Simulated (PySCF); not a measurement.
S₄, SMILES S=S(=S)=S. Heavy atoms are numbered as in [S:1](=[S:2])(=[S:3])=[S:4].

Geometry: ωB97X-D3(BJ)/def2-SVP.

All values below come from PBE/pcSseg-2 in PySCF.

GIAO shieldings, no solvent; atoms alike by connectivity are averaged. δ = σ(ref) − σ: ³³S against H2S (σ = 705.0 ppm), references at their B3LYP-D3(BJ)/def2-TZVP geometries, non-relativistic.

Problem. Estimate the chemical shifts. (An estimate is asked for; the answer gives what the named calculation found.)

Solution. 
```csv
nucleus,atoms,count,δ (ppm)
³³S,S2,3,1256.0
³³S,S1,1,773.3
```
